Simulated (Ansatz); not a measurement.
This geometry of C3H3BClF (9 atoms, charge 0, multiplicity 1) is a first-order saddle point.

Computed with RKS revPBE-D4/def2-SVP in Ansatz 0.2.0.

```xyz
9
Properties=species:S:1:pos:R:3
C 1.975 -0.264 0.970
C 0.825 -0.376 0.564
C -0.530 -0.455 0.046
Cl -0.779 -1.949 -0.992
B -0.944 0.859 -0.772
F -0.699 2.038 -0.205
H 2.988 -0.176 1.336
H -1.252 -0.557 0.890
H -1.496 0.834 -1.854
```

Problem. Which two structures does it join? (They come from a converged band through this point; their orientation in space is the band's.)

Solution. No bond is made or broken. The dihedral H8–C3–B5–H9 goes from 169 to -21°.

Image 0:

```xyz
9
Properties=species:S:1:pos:R:3
C 2.103 -0.423 0.846
C 0.906 -0.376 0.588
C -0.497 -0.256 0.283
Cl -1.091 -1.609 -0.887
B -0.951 0.845 -0.775
F -2.155 1.409 -0.630
H 3.157 -0.477 1.079
H -1.145 -0.342 1.177
H -0.239 1.182 -1.697
```

Image 6:

```xyz
9
Properties=species:S:1:pos:R:3
C 2.092 -0.387 0.867
C 0.898 -0.366 0.595
C -0.504 -0.281 0.280
Cl -1.042 -1.588 -0.976
B -1.016 0.837 -0.732
F -0.147 1.418 -1.561
H 3.147 -0.405 1.107
H -1.157 -0.452 1.157
H -2.182 1.179 -0.756
```

Problem. How far does it lie above each of them?

Solution. 3.3 kcal/mol above the first and 3.2 kcal/mol above the second. This is the barrier of this one path; another mechanism may lie lower.

The run took 77 s on 2 threads of Arm Neoverse V2 (shared host), peak memory 0.14 GiB.
